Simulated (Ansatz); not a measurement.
## Which is lower?

Two relaxed structures of SiH$_{2}$BrO (charge -1), closed shell (PBE0-D4/def2-TZVPD; forces vanish, vibrations not checked).

A:

O1  (-0.922, -0.695, -0.788)
Si2  (0.408, 0.069, -0.598)
Br3  (1.627, -0.507, 1.349)
H4  (1.512, -0.147, -1.602)
H5  (0.357, 1.559, -0.374)
(Å)

B:

```xyz
5
angstrom
O -0.9858 -0.6380 -0.5749
Si 0.6099 -0.0433 -0.7683
Br 1.4646 -0.5005 1.5220
H -1.4389 -0.2492 0.1766
H 0.3502 1.4310 -0.3554
```

Program: Ansatz 0.2.0. Basis: def2-TZVPPD. Cores are frozen in the correlated methods. Filled d shells of the heavier atoms are correlated. The def2 sets are not built for correlating such inner shells, so the correlated values are less sure here. B3LYP uses VWN-RPA correlation.

Problem. Which structure is lower at CCSD(T), and by how much? (Judge from chemistry; the value comes from the calculation.)

Solution. The calculation gives: A, by 68.4 kJ/mol (electronic energy, against the other). By their contacts, A is SiH₂BrO ([O][SiH2][Br]), total charge -1 and B is SiH₂BrO ([OH][SiH][Br]), total charge -1.

All methods give the same order:

```json
{"method": "PBE-D4", "E(B) − E(A) (kJ/mol)": "62.4"}
{"method": "r2SCAN-D4", "E(B) − E(A) (kJ/mol)": "75.7"}
{"method": "PBE0-D4", "E(B) − E(A) (kJ/mol)": "61.0"}
{"method": "B3LYP-D4", "E(B) − E(A) (kJ/mol)": "65.4"}
{"method": "wB97M-V", "E(B) − E(A) (kJ/mol)": "59.4"}
{"method": "HF", "E(B) − E(A) (kJ/mol)": "62.4"}
{"method": "MP2", "E(B) − E(A) (kJ/mol)": "83.7"}
{"method": "CCSD", "E(B) − E(A) (kJ/mol)": "65.7"}
{"method": "CCSD(T)", "E(B) − E(A) (kJ/mol)": "68.4"}
```

T1 diagnostic: at most 0.013.

Labels in which every atom is bracketed show which atoms are joined, not bond orders.

For scale, one of the runs: CCSD(T)/def2-TZVPPD, 179 basis functions, launched by `ansatz run in.yaml --threads 2 --pin off --events-out ev --progress --plain --max-ram 4352MiB`. Hardware: 2 CPU threads of an Arm Neoverse V1, shared host. Wall time 58 s; peak host memory 1.6 GiB.
